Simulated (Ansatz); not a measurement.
Harmonic frequencies (cm⁻¹) at PBE0-D4/def2-TZVP from Ansatz: 65, 72, 90, 184, 338, 445, 725, 727, 950, 957, 958, 990, 2217, 2217, 2221.

Each molecule was computed in one conformer, which needn't be the lowest.

(1) Which molecule is it?
A. `C[S][Sn][NH2]`
B. `[SiH3][O][Sn][Cl]`
C. `[CH3][Sn][OH]`
D. `C[O][Sn][F]`

Answers

(1) B.
